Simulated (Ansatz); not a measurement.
`O[Si](Cl)(Cl)Cl` + HBr → `Cl[Si](Cl)(Cl)Br` + H₂O at 500 K and 1 bar (ligand exchange at the Si–O bond).

Gas-phase electronic energies from Ansatz, PBE0-D4/def2-TZVP geometries. CCSD(T)/CBS adds triple-zeta CCSD(T) − MP2 to the extrapolated MP2 energy (def2 sets, frozen cores). This one scheme is used for every species. For Br outer-core shells are correlated without core-valence functions, which leaves a few kJ/mol of doubt a bond. Scalar relativity is left out up to krypton. Each species was taken in one conformer, which may not be the lowest.

```tsv
species	CCSD(T)/CBS energy (Eh)	H − E (kJ/mol)	S (J/(mol·K))
`O[Si](Cl)(Cl)Cl`	-1744.40331	93.4	406.3
HBr	-2573.91920	30.5	213.7
`Cl[Si](Cl)(Cl)Br`	-4241.93609	57.8	405.4
H₂O	-76.37941	73.2	206.3
```

H − E and S are ideal-gas, rigid-rotor, harmonic terms from PBE0-D4/def2-TZVP, for one conformer and one mirror image of each species. 1 Eh = 2625.50 kJ/mol, R = 8.31446 J/(mol·K).

Task: By hand: ΔE, ΔH, ΔS and ΔG.

Result: ΔE = (-4241.93609) + (-76.37941) − (-1744.40331) − (-2573.91920) = 0.00701 Eh = 18.4 kJ/mol. Δ(H − E) = 57.8 + 73.2 − 93.4 − 30.5 = 7.1, so ΔH = 25.5 kJ/mol. ΔS = 405.4 + 206.3 − 406.3 − 213.7 = -8.3 J/(mol·K). ΔG = 25.5 − 500 × (-8.3)/1000 = 29.6 kJ/mol.

Task: By hand: the equilibrium constant, and the temperature at which ΔG would vanish if ΔH and ΔS stayed fixed.

Result: log₁₀ K = −ΔG/(RT ln 10) = -3.1. ΔH and −TΔS have one sign here, so there is no such temperature.

The number of gas molecules stays the same, so ΔS is small and ΔH decides. A doubt of 5 kJ/mol in ΔE shifts log₁₀ K by 0.5 here. Other conformers and mirror images would add mixing entropy, several J/(mol·K) or more a flexible species. These are equilibria of isolated gas molecules and say nothing of rates. Largest T1 diagnostic: 0.009 (customary marks: 0.02 for closed shells, 0.045 for open ones).

ΔS is within the doubt of such terms, so its sign, and with it that verdict, could turn.
